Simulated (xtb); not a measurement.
xtb input (GFN2-xTB):

```bash
xtb mol.xyz --gfn 2 --sp --chrg 0 --uhf 0
```
mol.xyz:
```
10

Al     0.22018310    -0.25849990     0.22286517
C      2.02765985    -0.61938319    -0.40107859
H      2.55087225    -1.34527090     0.22459905
H      2.61954555     0.30032376    -0.41942594
H      2.01495217    -0.99988840    -1.42621834
C     -0.64719954    -1.00289040     1.79767938
H     -1.52484530    -1.58990165     1.51154881
H     -1.00785903    -0.20709137     2.45516068
H      0.01603305    -1.64875669     2.37659500
Cl    -0.93022592     1.09321915    -0.94112420
```

Output:

```
           -------------------------------------------------
          |                Calculation Setup                |
           -------------------------------------------------

           -------------------------------------------------
          |                 G F N 2 - x T B                 |
           -------------------------------------------------

        Reference                      10.1021/acs.jctc.8b01176
      * Hamiltonian:
        H0-scaling (s, p, d)           1.850000    2.230000    2.230000
        zeta-weighting                 0.500000
      * Dispersion:
        s8                             2.700000
        a1                             0.520000
        a2                             5.000000
        s9                             5.000000
      * Repulsion:
        kExp                           1.500000    1.000000
        rExp                           1.000000
      * Coulomb:
        alpha                          2.000000
        third order                    shell-resolved
        anisotropic                    true
        a3                             3.000000
        a5                             4.000000
        cn-shift                       1.200000
        cn-exp                         4.000000
        max-rad                        5.000000

          ...................................................
          :                      SETUP                      :
          :.................................................:
          :  # basis functions                  34          :
          :  # atomic orbitals                  32          :
          :  # shells                           16          :
          :  # electrons                        24          :
          :  max. iterations                   250          :
          :  Hamiltonian                  GFN2-xTB          :
          :  restarted?                      false          :
          :  GBSA solvation                  false          :
          :  PC potential                    false          :
          :  electronic temp.          300.0000000     K    :
          :  accuracy                    1.0000000          :
          :  -> integral cutoff          0.2500000E+02      :
          :  -> integral neglect         0.1000000E-07      :
          :  -> SCF convergence          0.1000000E-05 Eh   :
          :  -> wf. convergence          0.1000000E-03 e    :
          :  Broyden damping             0.4000000          :
          :  net charge                          0          :
          :  unpaired electrons                  0          :
          ...................................................

 iter      E             dE          RMSdq      gap      omega  full diag
   1    -13.0950486 -0.130950E+02  0.127E+01    4.62       0.0  T
   2    -13.1241878 -0.291392E-01  0.760E+00    4.45       1.0  T
   3    -13.1250496 -0.861875E-03  0.219E+00    4.23       1.0  T
   4    -13.1311717 -0.612202E-02  0.655E-01    4.41       1.0  T
   5    -13.1315902 -0.418504E-03  0.498E-01    4.40       1.0  T
   6    -13.1316192 -0.290438E-04  0.136E-01    4.42       1.0  T
   7    -13.1316193 -0.866490E-07  0.538E-02    4.44       1.0  T
   8    -13.1315835  0.357947E-04  0.760E-02    4.40       1.0  T
   9    -13.1316331 -0.496119E-04  0.143E-02    4.43       2.2  T
  10    -13.1316327  0.419544E-06  0.122E-02    4.42       2.6  T
  11    -13.1316341 -0.142241E-05  0.212E-03    4.43      14.9  T
  12    -13.1316341  0.637574E-08  0.175E-03    4.43      18.0  T
  13    -13.1316341 -0.960017E-08  0.100E-03    4.43      31.6  T
  14    -13.1316341 -0.728387E-08  0.277E-04    4.43     114.4  T
  15    -13.1316341 -0.201972E-09  0.978E-05    4.43     323.4  T

   *** convergence criteria satisfied after 15 iterations ***

         #    Occupation            Energy/Eh            Energy/eV
      -------------------------------------------------------------
         1        2.0000           -1.0273963             -27.9569
       ...           ...                  ...                  ...
         6        2.0000           -0.4676084             -12.7243
         7        2.0000           -0.4644220             -12.6376
         8        2.0000           -0.4615985             -12.5607
         9        2.0000           -0.4210228             -11.4566
        10        2.0000           -0.4195885             -11.4176
        11        2.0000           -0.4055536             -11.0357
        12        2.0000           -0.3797166             -10.3326 (HOMO)
        13                         -0.2169624              -5.9038 (LUMO)
        14                         -0.1631328              -4.4391
        15                         -0.0673302              -1.8321
        16                         -0.0481341              -1.3098
        17                         -0.0395181              -1.0753
       ...                                ...                  ...
        32                          1.0410599              28.3287
      -------------------------------------------------------------
                  HL-Gap            0.1627542 Eh            4.4288 eV
             Fermi-level           -0.2983395 Eh           -8.1182 eV

 SCC (total)                   0 d,  0 h,  0 min,  0.013 sec
 SCC setup                      ...        0 min,  0.000 sec (  1.248%)
 Dispersion                     ...        0 min,  0.000 sec (  0.787%)
 classical contributions        ...        0 min,  0.000 sec (  0.292%)
 integral evaluation            ...        0 min,  0.002 sec ( 14.199%)
 iterations                     ...        0 min,  0.007 sec ( 56.339%)
 molecular gradient             ...        0 min,  0.003 sec ( 25.682%)
 printout                       ...        0 min,  0.000 sec (  1.308%)

         :::::::::::::::::::::::::::::::::::::::::::::::::::::
         ::                     SUMMARY                     ::
         :::::::::::::::::::::::::::::::::::::::::::::::::::::
         :: total energy             -13.000551829564 Eh    ::
         :: gradient norm              0.040373893351 Eh/a0 ::
         :: HOMO-LUMO gap              4.428767607898 eV    ::
         ::.................................................::
         :: SCC energy               -13.131622738111 Eh    ::
         :: -> isotropic ES            0.034686925832 Eh    ::
         :: -> anisotropic ES          0.001624895860 Eh    ::
         :: -> anisotropic XC         -0.000831650902 Eh    ::
         :: -> dispersion             -0.004502977058 Eh    ::
         :: repulsion energy           0.131070908547 Eh    ::
         :: add. restraining           0.000000000000 Eh    ::
         :: total charge               0.000000000000 e     ::
         :::::::::::::::::::::::::::::::::::::::::::::::::::::

           -------------------------------------------------
          |                Property Printout                |
           -------------------------------------------------

    * Orbital Energies and Occupations

         #    Occupation            Energy/Eh            Energy/eV
      -------------------------------------------------------------
         1        2.0000           -1.0273963             -27.9569
         2        2.0000           -0.5809144             -15.8075
         3        2.0000           -0.5714979             -15.5512
         4        2.0000           -0.4788226             -13.0294
         5        2.0000           -0.4680976             -12.7376
         6        2.0000           -0.4676084             -12.7243
         7        2.0000           -0.4644220             -12.6376
         8        2.0000           -0.4615985             -12.5607
         9        2.0000           -0.4210228             -11.4566
        10        2.0000           -0.4195885             -11.4176
        11        2.0000           -0.4055536             -11.0357
        12        2.0000           -0.3797166             -10.3326 (HOMO)
        13                         -0.2169624              -5.9038 (LUMO)
        14                         -0.1631328              -4.4391
        15                         -0.0673302              -1.8321
        16                         -0.0481341              -1.3098
        17                         -0.0395181              -1.0753
        18                          0.0029574               0.0805
        19                          0.0474883               1.2922
        20                          0.0509451               1.3863
        21                          0.0559525               1.5225
        22                          0.0692493               1.8844
        23                          0.0699491               1.9034
       ...                                ...                  ...
        32                          1.0410599              28.3287
      -------------------------------------------------------------
                  HL-Gap            0.1627542 Eh            4.4288 eV
             Fermi-level           -0.2983395 Eh           -8.1182 eV

     #   Z          covCN         q      C6AA      α(0)
     1  13 Al       2.452     0.301    98.755    20.543
     2   6 C        3.614    -0.215    25.362     7.268
     3   1 H        0.925     0.057     2.237     2.339
     4   1 H        0.924     0.066     2.135     2.285
     5   1 H        0.924     0.066     2.126     2.280
     6   6 C        3.614    -0.215    25.362     7.268
     7   1 H        0.924     0.065     2.138     2.287
     8   1 H        0.924     0.067     2.123     2.279
     9   1 H        0.925     0.057     2.237     2.339
    10  17 Cl       0.767    -0.248   106.837    15.811

 Mol. C6AA /au·bohr⁶  :       1501.011745
 Mol. C8AA /au·bohr⁸  :      60256.395171
 Mol. α(0) /au        :         64.700254

Wiberg/Mayer (AO) data.
largest (>0.10) Wiberg bond orders for each atom

 ---------------------------------------------------------------------------
     #   Z sym  total        # sym  WBO       # sym  WBO       # sym  WBO
 ---------------------------------------------------------------------------
     1  13 Al   3.722 --    10 Cl   1.218     2 C    1.044     6 C    1.044
     2   6 C    3.933 --     1 Al   1.044     3 H    0.932     5 H    0.916
                             4 H    0.916
     3   1 H    0.997 --     2 C    0.932
     4   1 H    0.996 --     2 C    0.916
     5   1 H    0.996 --     2 C    0.916
     6   6 C    3.933 --     1 Al   1.044     9 H    0.932     7 H    0.916
                             8 H    0.916
     7   1 H    0.996 --     6 C    0.916
     8   1 H    0.996 --     6 C    0.916
     9   1 H    0.997 --     6 C    0.932
    10  17 Cl   1.323 --     1 Al   1.218
 ---------------------------------------------------------------------------

Topologies differ in total number of bonds
Writing topology from bond orders to xtbtopo.mol

molecular dipole:
                 x           y           z       tot (Debye)
 q only:        0.537      -0.631       0.544
   full:        0.529      -0.622       0.535       2.482
molecular quadrupole (traceless):
                xx          xy          yy          xz          yz          zz
 q only:        0.462       1.389      -0.671      -1.717       1.222       0.209
  q+dip:        1.345       0.754      -1.700      -2.748      -0.033       0.355
   full:       -0.148       1.910       0.066      -1.016       2.151       0.082

           -------------------------------------------------
          | TOTAL ENERGY              -13.000551829564 Eh   |
          | GRADIENT NORM               0.040373893351 Eh/α |
          | HOMO-LUMO GAP               4.428767607898 eV   |
           -------------------------------------------------

------------------------------------------------------------------------
Note: The following floating-point exceptions are signalling: IEEE_UNDERFLOW_FLAG IEEE_DENORMAL
normal termination of xtb
------------------------------------------------------------------------
 total:
 SCF:
```
